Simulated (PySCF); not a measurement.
Computed properties of C4H7ClSi, SMILES C(=C([SiH3])C)=CCl

C4H7ClSi, SMILES CC([SiH3])=C=CCl. The structure is a stationary point at B3LYP-D3(BJ)/def2-SVP. This is a generated structure with no PubChem entry under its InChIKey; it may be hypothetical. The values are those of a single conformer. All values are computed for the isolated molecule unless a solvent is named; none is compared with measurement here.

**Structure.** All 33 harmonic modes at B3LYP-D3(BJ)/def2-SVP (PySCF) are real, so it is a minimum. With heavy atoms numbered as in [CH3:1][C:2]([SiH3:3])=[C:4]=[CH:5][Cl:6], the shortest bond between them is C4–C5 at 1.309 Å and the longest C2–Si3 at 1.892 Å.

**Vibrations.** The strongest infrared lines (harmonic, unscaled, degenerate partners summed) lie at 927 cm⁻¹ (329 km/mol, H 88 %, Si 10 %), 2211 cm⁻¹ (119 km/mol, H 96 %), 2214 cm⁻¹ (110 km/mol, H 97 %). The softest mode is at 80 cm⁻¹ and the zero-point energy is 56.7 kcal/mol.

**Electronic structure.** M06-2X/def2-TZVP (PySCF) places the frontier levels at -8.24 and -0.04 eV, a gap of 8.20 eV, and gives a dipole moment of 2.03 D and a mean polarisability of 92.1 bohr³. PBE/def2-TZVP (PySCF) at the same geometry gives -5.95 and -1.92 eV, so its gap is 4.17 eV narrower. An orbital gap is neither the optical nor the fundamental gap.

**Excitations.** TDA-M06-2X/def2-SVPD (PySCF) has S1 at 4.57 eV (271 nm, f = 0.001, dark); the most intense of the 10 singlets computed lies at 7.28 eV (f = 1.21). T1 (TDA) is at 4.27 eV, 0.30 eV under S1. TDA-PBE/def2-SVPD (PySCF) puts S1 at 4.22 eV. No vertical singlet excitation falls in the visible range (under 3.1 eV).

**NMR.** GIAO shifts at PBE0/pcSseg-1 (PySCF) (non-relativistic, atoms alike by connectivity averaged): ¹³C from 23.5 to 223.3 ppm against TMS; ¹H from 2.3 to 6.3 ppm against TMS; ²⁹Si at -61.5 ppm against TMS. Without spin–orbit terms, shifts of atoms bonded to Cl or Br come out too high.

**Solvation.** SMD-B3LYP/def2-SVP (PySCF) gives 2.0 kcal/mol in water, -3.4 kcal/mol in benzene, -3.1 kcal/mol in acetonitrile (1 M in both phases, gas-phase geometry).
